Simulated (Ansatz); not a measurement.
`N=[C]([AlH2])[SiH3]` and `CC(=N)[SiH3]` differ in one atom or group.

Ansatz, PBE0-D4/def2-TZVP geometries, multiplicity 1. Each molecule was computed in one conformer, which needn't be the lowest.

| property | `N=[C]([AlH2])[SiH3]` |
| --- | --- |
| LUMO energy (PBE/def2-TZVPP) / eV | -3.19 |
| LUMO energy (PBE0/def2-TZVPP) / eV | -2.31 |
| HOMO–LUMO gap (PBE/def2-TZVPP) / eV | 2.09 |
| zero-point energy (PBE0-D4/def2-TZVP) / kJ/mol | 153.6 |
| HOMO–LUMO gap (ωB97M-V/def2-TZVPP) / eV | 8.22 |
| LUMO energy (B3LYP/def2-TZVPP) / eV | -2.52 |

(1) What does the change do to each property? (Estimate.)

## Answers

(1) Ansatz gave: 
```csv
property,`CC(=N)[SiH3]`,shift
LUMO energy (PBE/def2-TZVPP) / eV,-1.78,1.41
LUMO energy (PBE0/def2-TZVPP) / eV,-0.70,1.61
HOMO–LUMO gap (PBE/def2-TZVPP) / eV,4.01,1.92
zero-point energy (PBE0-D4/def2-TZVP) / kJ/mol,219.7,66.1
HOMO–LUMO gap (ωB97M-V/def2-TZVPP) / eV,11.01,2.79
LUMO energy (B3LYP/def2-TZVPP) / eV,-0.92,1.60
```

With PBE0 the HOMO falls by 0.66 eV and the LUMO rises by 1.61 eV, so the gap widens by about 2.27 eV. PBE moves the HOMO by -0.52 eV and ωB97M-V by -0.76 eV. The zero-point energy changes by 66.1 kJ/mol with +3 modes.

B3LYP here is the variant with VWN-RPA as its local correlation; programs differ in this.
